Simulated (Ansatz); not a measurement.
`N[SiH2]C=O` + H–F → `N[SiH2]F` + `C=O` at 298.15 K and 1 bar (ligand exchange at the Si–C bond).

Isolated molecules relaxed with PBE0-D4/def2-TZVP in Ansatz; ΔE leaves out vibrations. CCSD(T)/CBS is the MP2 limit (def2-TZVPP, def2-QZVPP) plus CCSD(T) − MP2 in def2-TZVPP, frozen cores. This one scheme is used for every species. One conformer a species, not always the lowest.

```csv
species,CCSD(T)/CBS energy (Eh),H − E (kJ/mol),S (J/(mol·K))
`N[SiH2]C=O`,-460.01140,178.7,322.5
H–F,-100.39570,33.5,173.6
`N[SiH2]F`,-446.07709,135.8,281.7
`C=O`,-114.39408,80.1,218.6
```

H − E and S are ideal-gas, rigid-rotor, harmonic terms from PBE0-D4/def2-TZVP, for one conformer and one mirror image of each species. 1 Eh = 2625.50 kJ/mol, R = 8.31446 J/(mol·K).

Problem. By hand: ΔE, ΔH, ΔS and ΔG.

Solution. ΔE = (-446.07709) + (-114.39408) − (-460.01140) − (-100.39570) = -0.06407 Eh = -168.2 kJ/mol. Δ(H − E) = 135.8 + 80.1 − 178.7 − 33.5 = 3.7, so ΔH = -164.5 kJ/mol. ΔS = 281.7 + 218.6 − 322.5 − 173.6 = 4.2 J/(mol·K). ΔG = -164.5 − 298.15 × (4.2)/1000 = -165.8 kJ/mol.

Problem. By hand: the equilibrium constant, and the temperature at which ΔG would vanish if ΔH and ΔS stayed fixed.

Solution. log₁₀ K = −ΔG/(RT ln 10) = 29.0. ΔH and −TΔS have one sign here, so there is no such temperature. One of them is within its doubt of zero, so this could turn.

The number of gas molecules stays the same, so ΔS is small and ΔH decides. A doubt of 5 kJ/mol in ΔE shifts log₁₀ K by 0.9 here. Other conformers and mirror images would add mixing entropy, several J/(mol·K) or more a flexible species. These are equilibria of isolated gas molecules and say nothing of rates. Largest T1 diagnostic: 0.015 (customary marks: 0.02 for closed shells, 0.045 for open ones).
